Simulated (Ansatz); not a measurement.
Mulliken charges of CH$_{6}$SeSi, SMILES `[SiH3]C[SeH]` from PBE/def2-TZVPP in Ansatz (PBE0-D4/def2-TZVP geometry).

```json
{"atom": "Si1", "x (Å)": "-0.889", "y (Å)": "-0.023", "z (Å)": "-0.616", "charge (e)": "0.194"}
{"atom": "C2", "x (Å)": "0.886", "y (Å)": "0.275", "z (Å)": "-0.094", "charge (e)": "-0.275"}
{"atom": "Se3", "x (Å)": "1.362", "y (Å)": "-0.815", "z (Å)": "1.460", "charge (e)": "-0.080"}
{"atom": "H4", "x (Å)": "-1.066", "y (Å)": "-1.442", "z (Å)": "-1.009", "charge (e)": "-0.041"}
{"atom": "H5", "x (Å)": "-1.249", "y (Å)": "0.856", "z (Å)": "-1.764", "charge (e)": "-0.060"}
{"atom": "H6", "x (Å)": "-1.792", "y (Å)": "0.290", "z (Å)": "0.523", "charge (e)": "-0.052"}
{"atom": "H7", "x (Å)": "1.569", "y (Å)": "-0.051", "z (Å)": "-0.882", "charge (e)": "0.130"}
{"atom": "H8", "x (Å)": "1.095", "y (Å)": "1.324", "z (Å)": "0.117", "charge (e)": "0.135"}
{"atom": "H9", "x (Å)": "0.172", "y (Å)": "-0.461", "z (Å)": "2.248", "charge (e)": "0.049"}
```

Question: By hand: the dipole of these point charges (1 e Å = 4.8032 D).

Answer: Σ q r = (0.047, 0.127, -0.079) e Å, of length 0.157 e Å = 0.75 D.

Question: How does the dipole of the full density compare? (Best estimate.)

Answer: Computed: (-0.005, 0.165, -0.110) e Å, 0.95 D; the point charges give 0.79 times that, at 19° from its direction.

Point charges leave out the atoms' own dipoles, such as those of lone pairs, and Mulliken's split depends on the basis, so the two needn't agree.
